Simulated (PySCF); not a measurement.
## Two-component Hartree-Fock for Co (cobalt, neutral)

Start: [Ar] 3d7 4s2; 3d3/2 filled at m_j = -3/2, -1/2, +1/2, +3/2; 3d5/2 filled at m_j = +1/2, +3/2, +5/2. Calculated with PySCF 2.14 in x2c-QZVPPall-2c (11s9p5d4f2g, 109 functions): generalised Hartree-Fock with the X2C-1e Hamiltonian and a Gaussian nucleus; one run each with spin-orbit coupling (SO) switched off, then screened by Boettger's factors.

```csv
spinor shell,electrons,"ε, spin-free (eV)","ε, screened SO (eV)",weight of nominal j (screened SO),"rms radius, screened SO (bohr)"
1s1/2,2,-7776.6,-7776.5,1.000,0.0648
2s1/2,2,-965.09,-965.04,1.000,0.276
2p1/2,2,-822.67,-833.28,0.995,0.247
2p3/2,4,-822.67,-817.44,0.998,0.249
3s1/2,2,-125.74,-125.72,1.000,0.831
3p3/2,4,-82.326,-81.163,0.818,0.892
3p1/2,2,-82.326,-84.643,0.637,0.888
3d5/2,3,-18.033,-19.223,0.785,1.15
3d3/2,4,-18.033,-17.144,0.702,1.18
4s1/2,2,-7.409,-7.408,1.000,3.37
```

```
   quantity    spin-free  screened SO
E (hartree)  -1391.89250  -1391.92255
        M_J          9/2          9/2
       ⟨J²⟩       24.765       24.765
       ⟨L²⟩       12.005       12.021
       ⟨S²⟩        3.761        3.755
```

Each row is a mean over spinors that exchange with the open shell spreads, by up to 13.923 eV (3p3/2).

Rows whose weight is well below 1 are mixtures of j = l ± 1/2: exchange outweighs spin-orbit coupling there, and the label is only the starting occupation.

Without spin-orbit coupling the j labels of p, d and f shells carry no meaning; the spin-free column gives the mean over the occupied spinors of each nl shell.
